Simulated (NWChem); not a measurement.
Species: C2H6OSi; SMILES C1OC[SiH2]1

```xyz
10

C      0.1236    -1.1332     0.4639
O      0.0793     0.0000     1.3363
C      0.1236     1.1332     0.4639
Si    -0.0299     0.0000    -1.0623
H     -0.7009    -1.8355     0.6770
H      1.0749    -1.6893     0.5612
H      1.0749     1.6893     0.5612
H     -0.7009     1.8355     0.6770
H     -1.3417     0.0000    -1.7791
H      1.0694     0.0000    -2.0757
```
Atoms are numbered in this order, from 1.

Structure relaxed at the PBE0/def2-SVP level.

Task: Give the principal values of the shielding tensors (ppm) of C1, O2, Si4 from B3LYP/6-31G* (spherical d), GIAO (NWChem), with their diamagnetic and paramagnetic parts as GIAO splits them.

Result: 
```csv
atom,σ11,σ22,σ33,isotropic,diamagnetic,paramagnetic
C1,89.7,106.4,193.2,129.8,245.6,-115.8
O2,207.2,312.6,361.7,293.8,393.5,-99.7
Si4,375.0,381.6,466.9,407.9,881.8,-474.0
```
